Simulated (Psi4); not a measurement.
CH5Si (SMILES C[SiH2]), doublet, geometry from GFN2-xTB.

Here is a job for Psi4.
```
memory 2 GB

molecule mol {
0 2
C    -0.009619    0.085584   -1.207927
Si    0.006934    0.023373    0.684427
H    -0.034321   -0.918997   -1.628565
H    -0.879928    0.618393   -1.581170
H     0.874747    0.582172   -1.597709
H    -1.215595   -0.536052    1.247971
H     1.215737   -0.586242    1.225054
}

set {
  basis def2-svp
  reference uhf
  freeze_core true
}

energy('ccsd')
print_variables()
```

Task: What is the computed nuclear repulsion energy (CCSD/def2-SVP (Psi4))?

Result: 55.6337 Eh

Task: Give the coupled-cluster correlation energy (without the perturbative part) at the level CCSD/def2-SVP.

Result: -0.2730 Eh

Task: What number of basis functions does CCSD/def2-SVP give?

Result: 57

Task: What is the computed total energy (CCSD/def2-SVP)?

Result: -329.823576 Ha

Task: Predict the MP2 correlation energy from CCSD/def2-SVP.

Result: -0.2356 Eh

These values belong to the state on which the SCF converged, which isn't shown to be the lowest.
